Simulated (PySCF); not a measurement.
RuOF2, quintet: molecular constants

Method: UPBE0 in PySCF with Ru def2-TZVP with ECP28, O def2-TZVP, F def2-TZVP; scalar-relativistic core potentials, no spin–orbit coupling; density-fitted integrals.

The structure is a minimum.

Z-matrix (Å, degrees; charge 0 multiplicity 5):
```
Ru
O  1 1.7159
F  1 1.8576 2 132.16
F  1 1.8576 2 132.16 3 180.00
```

```json
{
  "Point group": "C2v",
  "Bond lengths": "Ru–F 1.858 Å (×2), Ru–O 1.716 Å",
  "Bond angles": "F–Ru–F 95.7°, F–Ru–O 132.2° (×2)",
  "Enthalpy at 298.15 K above 0 K": "16.12 kJ/mol",
  "Lowest empty level (β)": "-5.43 eV",
  "Highest occupied level (α)": "-7.78 eV",
  "Atomisation energy without zero-point energy": "1170 kJ/mol",
  "Rotational constants": "0.234, 0.1627, 0.09597 cm⁻¹",
  "Heat capacity Cp at 298.15 K": "66.7 J/(mol K)",
  "Rotational symmetry number": "2",
  "Entropy at 298.15 K and 1 bar (electronic part: spin only)": "333.7 J/(mol K)",
  "Principal polarisabilities": "24.4, 34.3, 51.2 bohr³",
  "Principal quadrupole moments (Buckingham, traceless) about the centre of mass": "-7.73, -1.40, 9.13 D Å",
  "Spin squared ⟨S²⟩": "6.019",
  "Dipole moment": "0.67 D",
  "Zero-point energy": "15.8 kJ/mol"
}
```

Harmonic modes (masses in u: Ru 101.904, O 15.995, F 18.998):
```json
{"symmetry": "b2", "ω (cm⁻¹)": "31", "IR (km/mol)": "1.9", "μ (u)": "18.87", "type": "bend"}
{"symmetry": "b1", "ω (cm⁻¹)": "150", "IR (km/mol)": "29.9", "μ (u)": "23.71", "type": "bend"}
{"symmetry": "a1", "ω (cm⁻¹)": "214", "IR (km/mol)": "3.4", "μ (u)": "20.54", "type": "bend"}
{"symmetry": "b2", "ω (cm⁻¹)": "651", "IR (km/mol)": "107", "μ (u)": "22.91", "type": "stretch"}
{"symmetry": "a1", "ω (cm⁻¹)": "674", "IR (km/mol)": "93.0", "μ (u)": "20.72", "type": "stretch"}
{"symmetry": "a1", "ω (cm⁻¹)": "920", "IR (km/mol)": "82.4", "μ (u)": "18.19", "type": "stretch"}
```

In C2v the vibrations span 2b2 + b1 + 3a1. Here b1 is antisymmetric to the molecular plane and b2 lies in it.

Charges (e):
```csv
atom,Mulliken,Löwdin,polar tensor,spin (Mulliken),Mayer order to Ru1
Ru1,1.42,0.86,1.69,3.12,–
O2,-0.52,-0.30,-0.49,0.56,1.81
"F3,4",-0.45,-0.28,-0.60,0.16,0.77
```

Mulliken populations on Ru1 (electrons outside its core potential): s 2.39, p 6.23, d 5.92, f 0.03.

Outer orbital energies (eV). α occupied: -12.40, -12.24, -12.11, -11.02, -10.84, -10.80, -8.87, -7.78; empty: -3.93, -0.35, -0.33, 0.86. β occupied: -13.64, -13.15, -12.53, -12.20, -11.61, -11.12, -10.70, -10.49; empty: -5.43, -5.38, -3.87, -3.41.

Formally Ru is in oxidation state +4, d4, with 4 unpaired electrons (the high-spin count). The Mulliken spin on Ru is 3.12. The polar-tensor charge on Ru, 1.69, is far below the formal one.

Other isomers or separated fragments may lie lower. Other spin states or occupations of the open shell can lie lower. At this level a triplet minimum of C2v symmetry lies 109 kJ/mol below this structure.

The final relaxation and frequency run took 3.2 min on 4 threads of a shared Arm Neoverse V1 host, with 133 basis functions and 29 gradients; the process peaked at 1.4 GiB. Launch command: `OMP_NUM_THREADS=4 python axn.py task.json out`.
